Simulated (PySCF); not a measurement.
## Mayer bond orders and bond lengths

Species: CH11O2PSi3.
SMILES with atom numbers: `[CH3:1][SiH2:2][O:3][SiH2:4][O:5][SiH2:6][PH2:7]` (hydrogens: H8, H9, H10 on C1; H11, H12 on Si2; H13, H14 on Si4; H15, H16 on Si6; H17, H18 on P7)

Cartesian coordinates in Å at the GFN2-xTB level; atoms count from 1:
```xyz
18
CH11O2PSi3 angstrom
C     -1.7392    1.5291   -0.3464
Si    -2.0805   -0.2384    0.2432
O     -1.4113   -1.3184   -0.7769
Si    -0.1690   -1.8679   -1.6441
O      1.2365   -1.3306   -1.0358
Si     2.0725   -0.5068    0.0720
P      2.0879    1.6610   -0.5139
H     -0.6682    1.7206   -0.4197
H     -2.1669    1.7067   -1.3305
H     -2.1601    2.2653    0.3321
H     -3.5003   -0.5878    0.1840
H     -1.5070   -0.4741    1.5731
H     -0.1608   -3.3122   -1.4761
H     -0.2580   -1.3285   -2.9919
H      3.3967   -1.1276    0.0176
H      1.4591   -0.6770    1.3913
H      2.0948    2.1366    0.7889
H      3.4652    1.7562   -0.6081
```

Bond orders from the PBE0/pcSseg-1 density (PySCF). Geometry: GFN2-xTB, one conformer, isolated molecule. GFN2-xTB frequencies show an imaginary mode (35i cm⁻¹), so this geometry is no minimum at that level.

Problem. How far do the computed orders between heavy atoms stray from the drawn ones?

Solution. The largest departure is 0.114, at Si2–O3 (drawn single, 0.886).

Problem. Set the Mayer orders of the bonds beside their lengths.

Solution. 
| bond | drawn as | length (Å) | Mayer order |
| --- | --- | --- | --- |
| C1–Si2 | single | 1.894 | 0.949 |
| Si2–O3 | single | 1.629 | 0.886 |
| O3–Si4 | single | 1.612 | 0.968 |
| Si4–O5 | single | 1.623 | 0.927 |
| O5–Si6 | single | 1.614 | 0.923 |
| Si6–P7 | single | 2.246 | 0.965 |
| C1–H8 | single | 1.090 | 0.941 |
| C1–H9 | single | 1.088 | 0.958 |
| C1–H10 | single | 1.086 | 0.956 |
| Si2–H11 | single | 1.463 | 0.933 |
| Si2–H12 | single | 1.467 | 0.930 |
| Si4–H13 | single | 1.454 | 0.910 |
| Si4–H14 | single | 1.454 | 0.908 |
| Si6–H15 | single | 1.464 | 0.928 |
| Si6–H16 | single | 1.465 | 0.919 |
| P7–H17 | single | 1.387 | 0.934 |
| P7–H18 | single | 1.384 | 0.946 |

Bonds between the same two heavy elements. O–Si: lowest Si2–O3 (0.886, 1.629 Å), highest O3–Si4 (0.968, 1.612 Å).

Problem. Sum the orders of all bonds at each heavy atom with more than one neighbour and set the sums beside the valence in the SMILES.

Solution. C1 3.804 (drawn 4), Si2 3.698 (drawn 4), O3 1.854 (drawn 2), Si4 3.713 (drawn 4), O5 1.850 (drawn 2), Si6 3.735 (drawn 4), P7 2.845 (drawn 3). Orders between atoms that aren't bonded are not in these sums.

For a closed shell the Mayer order of atoms A and B is Σ (PS)μν (PS)νμ over the basis functions μ on A and ν on B, with P the density and S the overlap matrix.
